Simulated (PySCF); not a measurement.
# From computed data to an observable: oscillator strength and radiative lifetime

C₃H₇AlO, SMILES [CH3][Al]([CH]=C)[OH].

The structure is a stationary point at PBE0-D3(BJ)/def2-SVP. The structure was generated by enumeration; whether it is a known compound was not checked. Other conformers were not sampled.

PySCF with TDA-PBE/def2-SVPD puts the first singlet state with f over 0.02 at 5.75 eV (vertical), with the transition dipole (0.599, -0.226, -0.377) in atomic units.

Question: Find the oscillator strength, the wavelength and the radiative lifetime that this transition would have in vacuum if emission retraced absorption.

Answer: 
|μ|² = 0.5520 au, so |μ| = 1.89 D. ΔE = 5.75/27.211 = 0.2113 hartree. f = (2/3) ΔE |μ|² = 0.078 (the program prints 0.078).
λ = 1239.84/5.75 = 216 nm; ν = 46377 cm⁻¹.
Einstein's coefficient A = 0.6670 ν² f s⁻¹ (ν in cm⁻¹) = 1.1e8 s⁻¹, so τ = 1/A = 9.0 ns. This state is S4; the lower singlets have f = 0.000, 0.003, 0.018. The figure is the radiative limit of this one transition; relaxation, internal conversion, crossing to triplets and a medium change what is measured.
